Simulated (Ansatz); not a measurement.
Mulliken charges of `Br[SiH2]C1=CN1` from PBE/def2-TZVPP in Ansatz (PBE0-D4/def2-TZVP geometry).

```json
{"atom": "Br1", "x (Å)": "-2.624", "y (Å)": "0.993", "z (Å)": "-0.620", "charge (e)": "-0.202"}
{"atom": "Si2", "x (Å)": "-0.956", "y (Å)": "0.714", "z (Å)": "0.823", "charge (e)": "0.385"}
{"atom": "C3", "x (Å)": "0.360", "y (Å)": "-0.233", "z (Å)": "0.005", "charge (e)": "-0.074"}
{"atom": "C4", "x (Å)": "1.197", "y (Å)": "-1.170", "z (Å)": "-0.245", "charge (e)": "-0.048"}
{"atom": "N5", "x (Å)": "1.424", "y (Å)": "-0.027", "z (Å)": "-1.111", "charge (e)": "-0.329"}
{"atom": "H6", "x (Å)": "-0.472", "y (Å)": "2.059", "z (Å)": "1.201", "charge (e)": "-0.036"}
{"atom": "H7", "x (Å)": "-1.461", "y (Å)": "-0.043", "z (Å)": "1.989", "charge (e)": "-0.046"}
{"atom": "H8", "x (Å)": "1.651", "y (Å)": "-2.127", "z (Å)": "-0.050", "charge (e)": "0.186"}
{"atom": "H9", "x (Å)": "0.970", "y (Å)": "-0.213", "z (Å)": "-2.010", "charge (e)": "0.164"}
```

Task: By hand: the dipole of these point charges (1 e Å = 4.8032 D).

Result: Σ q r = (0.160, -0.346, 0.345) e Å, of length 0.514 e Å = 2.47 D.

Task: How does the dipole of the full density compare? (Estimate.)

Result: Computed: (0.049, -0.375, 0.126) e Å, 1.91 D; the point charges give 1.29 times that, at 28° from its direction.

Point charges leave out the atoms' own dipoles, such as those of lone pairs, and Mulliken's split depends on the basis, so the two needn't agree.
